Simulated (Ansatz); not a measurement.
Reaction (isomerisation): `C[Se]CO` → `COC[SeH]`

Program: Ansatz. Geometries: PBE0-D4/def2-TZVP. ΔE: electronic, gas phase. CBS: MP2 limit from def2 TZ/QZ plus the TZ coupled-cluster correction, frozen cores. Functionals use def2-TZVPP. For Se outer-core shells are correlated without core-valence functions, which leaves a few kJ/mol of doubt a bond. Scalar relativity is left out up to krypton. One conformer a species, not always the lowest.

CCSD(T)/CBS gives +45.1 kJ/mol.

Problem. Another level gave +40.0 kJ/mol. Which?
A. HF/def2-TZVPP
B. ωB97X-V/def2-TZVPP
C. SCS-MP2/def2-TZVPP
D. MP2/def2-TZVPP

Solution. B. ωB97X-V 40.0, MP2/def2-TZVPP 49.4, SCS-MP2/def2-TZVPP 45.4, HF/def2-TZVPP 35.5 kJ/mol.

Largest T1 diagnostic among the species: 0.010.

In def2-TZVPP, CCSD(T) changes the Hartree–Fock value by +7.4 kJ/mol (the triples alone add +0.5 kJ/mol) and MP2 by +13.9 kJ/mol.
